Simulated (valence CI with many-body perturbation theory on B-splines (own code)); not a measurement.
**Ca7+: electric-dipole lines**

Level of theory: valence CI with perturbative core correlation (CI+MBPT): three valence electrons over a frozen Dirac-Fock core [Ne], radial functions for each j: 11 s, 11 p, 10 d, 8 f, 5 g, 2 h, with the one-electron correlation potential Σ1 (screened to all orders), the two-electron term Σ2, the three-electron term Σ3, Breit, model QED; selected single and double excitations, second order for the rest, scaled by the run's own slope (own B-spline code, finite nucleus).

No measured levels were compared; by estimate levels hold to about 100 cm⁻¹ or 0.05 % of their energy and the worst to 300 or 400 cm⁻¹, as in measured light ions of charge 2 to 7.

Lines 351 to 400 of 521 in falling wavelength, among levels below 885470 cm⁻¹, chosen from the strongest by gf and those to the six lowest levels. Wavelengths and rates use the calculated energies, so an error of 200 cm⁻¹ moves a line at 35.74 nm by 0.071 % and its rate by three times that or more. Electric multipoles are in the length gauge, E1 and E2 with the static RPA response of the core. Weak lines are less certain than strong ones. Lines between different terms over intervals too small for the method are left out, as are lines whose strength nearly cancels. Where a level lies close to another of its J and parity, the split of strength between their lines is uncertain. The highest levels of a list are the least certain.

Names give the largest LS component (configuration and term), which can be under half, so a name can repeat, a term be missing and a line seem to break the LS rules; names also repeat where a configuration has a term twice. Letters in brackets count levels of one name in rising energy.

```
λ vac (nm)               Upper               Lower   A (s⁻¹)  S (a.u.) with core polarisation  S without
     35.74      3s3p3d ⁴D°_7/2        3s3p² ⁴P_5/2  2.34e+10                         4.21e+00   4.36e+00
     35.72   3p3d² ⁴D°_7/2 [b]        3p²3d ⁴D_7/2  1.33e+10                         2.39e+00   2.48e+00
     35.70      3s3p3d ⁴P°_3/2        3s3p² ⁴P_1/2  1.29e+10                         1.16e+00   1.20e+00
     35.69   3p3d² ⁴D°_5/2 [b]        3p²3d ⁴D_7/2  3.50e+09                         4.70e-01   4.87e-01
     35.69       3p3d² ²G°_7/2    3p²3d ²F_5/2 [a]  3.55e+09                         6.37e-01   6.58e-01
     35.59   3p3d² ⁴D°_7/2 [b]        3p²3d ⁴D_5/2  2.06e+09                         3.66e-01   3.80e-01
     35.58      3s3p3d ⁴P°_1/2        3s3p² ⁴P_1/2  1.33e+10                         5.90e-01   6.11e-01
     35.58      3s3p3d ⁴D°_1/2        3s3p² ⁴P_3/2  1.22e+10                         5.41e-01   5.61e-01
     35.56   3p3d² ⁴D°_5/2 [b]        3p²3d ⁴D_5/2  8.86e+09                         1.18e+00   1.22e+00
     35.54   3p3d² ⁴D°_3/2 [b]        3p²3d ⁴D_5/2  6.05e+09                         5.36e-01   5.55e-01
     35.52   3p3d² ⁴D°_5/2 [b]        3p²3d ⁴D_3/2  3.17e+09                         4.21e-01   4.36e-01
     35.50      3s3p3d ⁴D°_3/2        3s3p² ⁴P_3/2  1.44e+10                         1.27e+00   1.32e+00
     35.50   3p3d² ⁴D°_3/2 [b]        3p²3d ⁴D_3/2  5.57e+09                         4.92e-01   5.10e-01
     35.49        3s3d² ²P_3/2  3s3p3d ²P°_3/2 [a]  3.38e+09                         2.98e-01   3.11e-01
     35.49   3p3d² ⁴D°_1/2 [b]        3p²3d ⁴D_3/2  7.59e+09                         3.35e-01   3.47e-01
     35.46      3s3p3d ⁴D°_5/2        3s3p² ⁴P_3/2  9.76e+09                         1.29e+00   1.34e+00
     35.41        3s²3d ²D_3/2       3s²3p ²P°_1/2  1.95e+10                         1.71e+00   1.78e+00
     35.38      3s3p3d ⁴D°_1/2        3s3p² ⁴P_1/2  9.00e+09                         3.93e-01   4.08e-01
     35.31      3s3p3d ⁴D°_3/2        3s3p² ⁴P_1/2  2.75e+09                         2.38e-01   2.47e-01
     35.08        3s3d² ⁴F_9/2      3s3p3d ⁴F°_9/2  1.15e+10                         2.45e+00   2.54e+00
     34.90        3s3d² ⁴F_5/2      3s3p3d ⁴F°_7/2  2.31e+09                         2.91e-01   3.01e-01
     34.89        3s3d² ⁴F_7/2      3s3p3d ⁴F°_7/2  1.01e+10                         1.69e+00   1.75e+00
     34.75        3s3d² ⁴F_5/2      3s3p3d ⁴F°_5/2  9.28e+09                         1.15e+00   1.20e+00
     34.65        3s3d² ⁴F_3/2      3s3p3d ⁴F°_3/2  9.63e+09                         7.91e-01   8.20e-01
     34.52        3s3d² ²D_5/2  3s3p3d ²D°_5/2 [a]  2.47e+10                         3.00e+00   3.11e+00
     34.51        3s3d² ²D_3/2  3s3p3d ²D°_3/2 [a]  2.41e+10                         1.96e+00   2.03e+00
     34.21  3s3p3d ²D°_5/2 [a]        3s3p² ⁴P_3/2  1.01e+08                         1.19e-02   1.24e-02
     34.19       3p3d² ²P°_1/2    3p²3d ²P_1/2 [a]  7.51e+09                         2.96e-01   3.06e-01
     34.12       3p3d² ²P°_3/2    3p²3d ²P_3/2 [a]  1.74e+10                         1.37e+00   1.41e+00
     34.02  3s3p3d ²D°_3/2 [a]        3s3p² ⁴P_1/2  4.58e+07                         3.56e-03   3.69e-03
     33.66        3s3d² ²F_7/2  3s3p3d ²F°_7/2 [a]  1.12e+10                         1.68e+00   1.74e+00
     33.29        3s3d² ²F_5/2  3s3p3d ²F°_5/2 [a]  1.14e+10                         1.24e+00   1.29e+00
     32.38    3p²3d ²D_5/2 [c]         3p³ ²P°_3/2  1.95e+10                         1.96e+00   2.03e+00
     32.21    3p²3d ²D_3/2 [c]         3p³ ²P°_1/2  1.83e+10                         1.21e+00   1.25e+00
     31.85  3s3p3d ²F°_7/2 [a]        3s3p² ⁴P_5/2  3.60e+07                         4.59e-03   4.77e-03
     31.79  3s3p3d ²F°_7/2 [b]        3s3p² ²D_5/2  1.90e+10                         2.41e+00   2.49e+00
     31.67  3s3p3d ²F°_5/2 [b]        3s3p² ²D_3/2  1.77e+10                         1.67e+00   1.72e+00
     31.37    3p²3d ²F_5/2 [b]         3p³ ²D°_3/2  2.30e+10                         2.11e+00   2.17e+00
     31.32    3p²3d ²F_7/2 [b]         3p³ ²D°_5/2  2.44e+10                         2.96e+00   3.05e+00
     30.96   3s3p4p ²D_5/2 [a]  3s3p3d ²F°_7/2 [a]  3.39e+09                         2.98e-01   2.89e-01
     30.25  3s3p3d ²P°_1/2 [b]        3s3p² ²D_3/2  1.18e+08                         3.23e-03   3.36e-03
     30.21       3s²4p ²P°_3/2        3s²3d ²D_5/2  4.74e+09                         2.58e-01   2.50e-01
     29.30   3s3p4p ²D_5/2 [b]  3s3p3d ²F°_7/2 [b]  3.81e+09                         2.84e-01   2.76e-01
     28.63       3s3p4p ⁴P_5/2      3s3p3d ⁴D°_7/2  4.26e+09                         2.97e-01   2.87e-01
     26.72       3s3p4p ⁴D_5/2      3s3p3d ⁴F°_7/2  9.24e+09                         5.22e-01   5.08e-01
     26.71       3s3p4p ⁴D_3/2      3s3p3d ⁴F°_5/2  6.98e+09                         2.63e-01   2.56e-01
     26.66       3s3p4p ⁴D_7/2      3s3p3d ⁴F°_9/2  1.00e+10                         7.52e-01   7.32e-01
     22.69       3s²4p ²P°_1/2        3s3p² ²D_3/2  5.25e+09                         6.06e-02   5.88e-02
     22.62       3s²4p ²P°_3/2        3s3p² ²D_3/2  5.21e+08                         1.19e-02   1.16e-02
     21.70       3s²4f ²F°_7/2        3s²3d ²D_5/2  7.81e+10                         3.15e+00   3.21e+00
```
